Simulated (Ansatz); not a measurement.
`CC1[CH2][AlH][SiH2]1` from Hartree–Fock to CCSD(T)

Z-matrix (Å, degrees):
```
C
C 1 1.521
H 1 1.095 2 111.3
H 1 1.094 2 110.6 3 -119.3
H 1 1.094 2 112.0 3 120.8
C 2 1.554 1 114.4 3 57.5
Si 2 1.928 1 117.5 3 178.7
H 2 1.100 1 108.8 3 -63.0
Al 6 1.975 2 97.6 1 155.0
H 6 1.094 2 113.6 1 -73.8
H 6 1.101 2 109.0 1 44.3
H 7 1.492 2 115.4 1 83.0
H 7 1.496 2 109.6 1 -38.0
H 9 1.591 6 135.1 2 155.8
```

Total charge 0; spin multiplicity 1. Geometry: relaxed with PBE0-D4/def2-TZVP. Frozen core, restricted reference, Ansatz 0.2.0. CBS rows extrapolate triple and quadruple zeta; past MP2 they add the triple-zeta difference.

```json
{"basis": "def2-TZVPP", "HF (Eh)": "-649.71041", "MP2 corr.": "-0.72401", "CCSD corr.": "-0.78411", "(T)": "?", "CCSD(T) total": "?"}
{"basis": "def2-QZVPP", "HF (Eh)": "?", "MP2 corr.": "-0.77072", "CCSD corr.": "–", "(T)": "–", "CCSD(T) total": "–"}
{"basis": "CBS(def2)", "HF (Eh)": "?", "MP2 corr.": "-0.80533", "CCSD corr.": "?", "(T)": "as TZ", "CCSD(T) total": "?"}
```

(1) Fill in the withheld values. (Best estimate.)

## Answers

(1) Computed: def2-TZVPP (T): -0.03281; def2-TZVPP CCSD(T) total: -650.52733; def2-QZVPP HF (Eh): -649.73140; CBS(def2) HF (Eh): -649.73430; CBS(def2) CCSD corr.: -0.86543; CBS(def2) CCSD(T) total: -650.63254.
